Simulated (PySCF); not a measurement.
## Silver: a sound run and one with changed settings

Sound run: Ag [Kr] 4d10 5s1, Ag⁺ [Kr] 4d10. All numbers are calculated (PySCF 2.14, scalar relativity through the core potential, in def2-SVP with the def2 core potential (28 electrons)). The sound run starts from symmetry-adapted Hartree-Fock orbitals and uses a fine grid where one is needed.

Changed run: radial step 0.5 in ln r (0.13 in the sound run). This setting is unsound on purpose.

```tsv
species	method	sound run (hartree)	changed run (hartree)	converged
Ag	UHF	-146.08410	-146.08410	yes
Ag	B3LYP	-146.99172	-147.00370	yes
Ag	PBE0	-146.93029	-146.90999	yes
Ag⁺	UHF	-145.85043	-145.85043	yes
Ag⁺	B3LYP	-146.70108	-146.71302	yes
Ag⁺	PBE0	-146.64876	-146.62883	yes
```

Ionisation energy of Ag:

| method | sound run (eV) | changed run (eV) |
| --- | --- | --- |
| UHF | 6.358 | 6.358 |
| B3LYP | 7.909 | 7.910 |
| PBE0 | 7.661 | 7.651 |

A coarse radial grid mis-integrates the density and the exchange-correlation energy, with errors of either sign; Hartree-Fock needs no grid.

For comparison, NIST gives 7.576 eV between the lowest levels.
